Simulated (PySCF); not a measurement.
## Spin-orbit coupling and the third ionisation energy along group 14

Two-component X2C-1e calculated with PySCF 2.14: MP2 on generalised Hartree-Fock spinors (GMP2), with spin-orbit coupling off and on (screened by Boettger's factors); no Breit or QED terms. Values in eV; the references (NIST) lie between the lowest levels. Elements whose determinants are no pure J levels are left out.

| element | configurations | spin-free | with spin-orbit | shift | reference |
| --- | --- | --- | --- | --- | --- |
| C (x2c-QZVPPall-2c, 1s2 frozen) | [He] 2s2 → [He] 2s1 | 47.022 | 47.022 | 0.000 | 47.888 |
| Si (x2c-QZVPPall-2c, [Ne] frozen) | [Ne] 3s2 → [Ne] 3s1 | 32.929 | 32.929 | 0.000 | 33.493 |
| Ge (x2c-QZVPPall-2c, [Ne] frozen) | [Ar] 3d10 4s2 → [Ar] 3d10 4s1 | 33.919 | 33.920 | 0.000 | 34.058 |
| Sn (x2c-QZVPPall-2c, [Ar] 3d10 frozen) | [Kr] 4d10 5s2 → [Kr] 4d10 5s1 | 30.552 | 30.555 | 0.003 | 30.506 |
| Pb (x2c-QZVPPall-2c, [Kr] 4d10 4f14 frozen) | [Xe] 4f14 5d10 6s2 → [Xe] 4f14 5d10 6s1 | 32.024 | 32.057 | 0.033 | 31.937 |

What remains against the references is mostly the basis and correlation beyond MP2.
